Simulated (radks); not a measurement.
Nd18+, configuration [Kr] 4d6. All-electron calculation, Dirac Kohn-Sham, BLYP, spin-unpolarised, spherical densities, finite nucleus; open shells fill j = l - 1/2 first; Fermi nuclear charge, rms radius 4.9123 fm. Program: a radial shooting solver on a logarithmic mesh with Libxc functionals.

X-ray form factor f0, the Fourier transform of the density (f0(0) = 42):

| sin(theta)/lambda (1/angstrom) | f0 (electrons) |
|---|---|
| 0.05 | 41.865 |
| 0.1 | 41.465 |
| 0.15 | 40.812 |
| 0.2 | 39.931 |
| 0.25 | 38.849 |
| 0.3 | 37.599 |
| 0.4 | 34.751 |
| 0.5 | 31.685 |
| 0.6 | 28.667 |
| 0.8 | 23.457 |
| 1 | 19.701 |
| 1.25 | 16.573 |
| 1.5 | 14.275 |
| 2 | 10.423 |
